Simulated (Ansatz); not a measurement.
```yaml
crystal:
  periodic: [false, false, false]
  atoms:
    - {symbol: F, position_ang: [1.465742, -1.643887, 0.786242]}
    - {symbol: C, position_ang: [0.546811, -0.816336, 0.353218]}
    - {symbol: N, position_ang: [-0.644301, -1.095940, -0.001736]}
    - {symbol: Si, position_ang: [-0.294483, 0.619113, -0.190424]}
    - {symbol: F, position_ang: [-0.111779, 1.223550, -1.639335]}
    - {symbol: H, position_ang: [-0.919891, 1.649401, 0.645735]}
basis:
  gaussian: {orbitals: def2-SVPD}
hamiltonian: {xc: {name: wB97X-V}, pseudopotentials: {relativity: scalar}}
accuracy: high
smearing: {width: 0.1}
output: {forces: true}
```

```sh
$ ansatz run in.yaml --threads 2 --pin off --events-out ev --progress --plain --max-ram 4352MiB
```

It prints (some lines left out):

```
Error: YAML parse error: error: line 14 column 1: unknown field `smearing`, expected one of crystal, accuracy, basis, kpoints, hamiltonian, magnetization, projection, total_charge, correlation, batch, efield, external_charges, scf, relax, neb, saddle, md, ramp, phonons, dielectric, real_time, elastic, magnetic_configurations, gw, evaluate, workflow, output, checkpoint, execution
12 | hamiltonian: {xc: {name: wB97X-V}, pseudopotentials: {relativity:…
13 | accuracy: high
14 | smearing: {width: 0.1}
15 | output: {forces: true}
```

(1) Something in this input is off. What?

Answers

(1) The input holds a key that doesn't belong there. The program refused the input.
